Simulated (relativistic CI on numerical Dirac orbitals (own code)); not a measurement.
## Ag²⁺: calculation against measurement

Computed by Dirac-Coulomb-Breit CI, separate exchange-only KLI orbitals for each configuration, model QED, valence Slater integrals scaled by 0.85, configuration energies shifted to the measured levels that pair with them (semi-empirical) (own radial code, finite nucleus).

CI space (outside the closed core [Kr]): 4d⁹, 4d⁸5s, 4d⁸5p, 4d⁸4f, 4d⁷5s², 4d⁸5d, 4d⁸6s, 4d⁸6p, 4d⁷4f², 4d⁷5s5p, 4d⁸6d, 4d⁸5f, 4d⁸5g, 4d⁸6f, 4d⁸6g, 4d⁷5p², 4d⁷5s6s. Levels of other configurations are missing.

```
Configuration  Term (tabulated)    J  Measured (cm⁻¹)  Computed  Error  Purity (%)
          4d⁹                2D  5/2              0.0         0      0          99
          4d⁹                2D  3/2           4607.0      4370   -237          99
        4d⁸5s                4F  9/2          63250.0     62933   -317          99
        4d⁸5s                4F  7/2          65764.0     65397   -367          92
        4d⁸5s                4F  5/2          68145.0     67669   -476          96
        4d⁸5s                4F  3/2          69351.0     68890   -461          92
        4d⁸5s                2F  7/2          71691.0     71596    -95          90
        4d⁸5s                2F  5/2          73934.0     74225    291          59
        4d⁸5s                4P  5/2          76406.0     76957    551          61
        4d⁸5s                2D  5/2          82231.0     82397    166          66
        4d⁸5s                2G  9/2          85599.0     85698     99          99
        4d⁸5s                2G  7/2          85727.0     85822     95          98
```

Measured levels from Moore, Atomic Energy Levels, vol. III, NSRDS-NBS 35 (1971 reprint of NBS Circular 467, 1958); pairs were made by configuration, J and term (by order where the table uses no LS term), so strongly mixed levels may be paired wrongly. The analysis dates from before 1960.

Mean error by configuration (cm⁻¹): 4d⁹ -237; 4d⁸5s -51. Over the excited levels the mean absolute error is 287 cm⁻¹ (11 of the 13 excited levels that our extract of the source holds in range could be paired, and the others can miss by more), and the median relative error of those above 1,000 cm⁻¹ is 0.5 %, both after the shifts were fitted to these levels, so that a configuration with one level shows no error.

Configurations whose levels could be paired with our table of measured levels were shifted onto them, all but the ground configuration, by the median error of their levels; single terms can still be off by 1,000 to 2,000 cm⁻¹ or more, and rates follow the energies as ν³ (E1, M1) or ν⁵ (E2). The others borrow a shift and can be off by several thousand cm⁻¹ or more. The fine structure of a lone outer electron comes out too small, for d and f at times inverted, and misplaced configurations move strength between like terms. 11 of the 13 excited levels that our extract of the measured tables holds in this range could be paired (the sources list more); they are missed by 287 cm⁻¹ on average and 551 at most, after the shifts were fitted to these levels, and levels without a partner can miss by more.

Shifts applied (cm⁻¹): 4d⁹ 0; 4d⁸5s -3383.
